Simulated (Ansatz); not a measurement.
Benzoate (C7H5O2⁻), 14 atoms. Hardware: 4 threads of Arm Neoverse V2 on a shared host.

Correlated methods freeze 9 core orbitals.

**Question.** How many basis functions does each of these Ansatz runs have, and roughly what does it cost? revPBE-D4/def2-TZVPD, charge 0 doublet at the geometry of the charge -1 singlet, energy, from earlier orbitals; PBE0-D4/def2-SVPD, charge -1 singlet, energy, from earlier orbitals; PBE0-D4/def2-TZVPD, charge 0 doublet at the geometry of the charge -1 singlet, energy; PBE0-D4/def2-TZVPD, charge 0 doublet, energy, from earlier orbitals; B3LYP-D4/6-31G, charge -1 singlet, energy; PBE-D4/def2-SVPD, charge -1 singlet, energy, from earlier orbitals; PBE0-D4/def2-TZVPD, charge -1 triplet at the geometry of the charge -1 singlet, energy; HF/6-31G, charge -1 singlet, energy; RPA@PBE/def2-SVPD, charge -1 singlet, energy, from earlier orbitals; revPBE-D4/def2-TZVPD, charge -1 singlet, energy and forces, from earlier orbitals; PBE-D4/def2-TZVPD, charge 0 doublet at the geometry of the charge -1 singlet, energy, from earlier orbitals; LC-ωPBE/def2-TZVPD, charge -1 singlet, energy, from earlier orbitals.

**Answer.** Other jobs shared the machine, so times can vary by a factor of up to 3. A dash marks memory too small to be measured apart from the calling script's.

```json
{"run": "HF/6-31G, charge -1 singlet, energy", "functions": "91", "fitting or Cholesky vectors": "1199", "wall time": "1.1 s", "peak host memory (GiB)": "–"}
{"run": "B3LYP-D4/6-31G, charge -1 singlet, energy", "functions": "91", "fitting or Cholesky vectors": "1199", "wall time": "1.8 s", "peak host memory (GiB)": "–"}
{"run": "PBE-D4/def2-SVPD, charge -1 singlet, energy, from earlier orbitals", "functions": "226", "fitting or Cholesky vectors": "1873", "wall time": "3.7 s", "peak host memory (GiB)": "–"}
{"run": "PBE0-D4/def2-SVPD, charge -1 singlet, energy, from earlier orbitals", "functions": "226", "fitting or Cholesky vectors": "1873", "wall time": "4.9 s", "peak host memory (GiB)": "–"}
{"run": "revPBE-D4/def2-TZVPD, charge -1 singlet, energy and forces, from earlier orbitals", "functions": "384", "fitting or Cholesky vectors": "1841", "wall time": "8 s", "peak host memory (GiB)": "–"}
{"run": "LC-ωPBE/def2-TZVPD, charge -1 singlet, energy, from earlier orbitals", "functions": "384", "fitting or Cholesky vectors": "1841", "wall time": "11 s", "peak host memory (GiB)": "1.3"}
{"run": "RPA@PBE/def2-SVPD, charge -1 singlet, energy, from earlier orbitals", "functions": "226", "fitting or Cholesky vectors": "2253", "wall time": "13 s", "peak host memory (GiB)": "0.79"}
{"run": "PBE-D4/def2-TZVPD, charge 0 doublet at the geometry of the charge -1 singlet, energy, from earlier orbitals", "functions": "384", "fitting or Cholesky vectors": "1841", "wall time": "71 s", "peak host memory (GiB)": "1.9"}
{"run": "revPBE-D4/def2-TZVPD, charge 0 doublet at the geometry of the charge -1 singlet, energy, from earlier orbitals", "functions": "384", "fitting or Cholesky vectors": "1841", "wall time": "72 s", "peak host memory (GiB)": "1.9"}
{"run": "PBE0-D4/def2-TZVPD, charge 0 doublet, energy, from earlier orbitals", "functions": "384", "fitting or Cholesky vectors": "1841", "wall time": "83 s", "peak host memory (GiB)": "1.8"}
{"run": "PBE0-D4/def2-TZVPD, charge -1 triplet at the geometry of the charge -1 singlet, energy", "functions": "384", "fitting or Cholesky vectors": "1841", "wall time": "2.9 min", "peak host memory (GiB)": "1.8"}
{"run": "PBE0-D4/def2-TZVPD, charge 0 doublet at the geometry of the charge -1 singlet, energy", "functions": "384", "fitting or Cholesky vectors": "1841", "wall time": "5.4 min", "peak host memory (GiB)": "1.8"}
```
